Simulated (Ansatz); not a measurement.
Spectroscopic constants of BCl, closed-shell singlet (the spin of the measured ground state).

D_e counts from the fitted minimum to each atom's lowest state at the same level, without counterpoise. The singlet is restricted.

Codes used: Ansatz (Gaussian basis) for Hartree–Fock, density functionals and correlated methods. Values without a source in brackets are computed.

Question: Estimate the bond energy D_e that wB97X-V/def2-TZVPP returns for this input.

Answer: 5.27 eV

Question: Estimate the bond energy D_e that r2SCAN/def2-TZVPP returns for this input.

Answer: 5.35 eV

Question: Estimate the bond energy D_e that SVWN5/def2-TZVPP returns for this input.

Answer: 6.23 eV

Ansatz is an electronic-structure program.
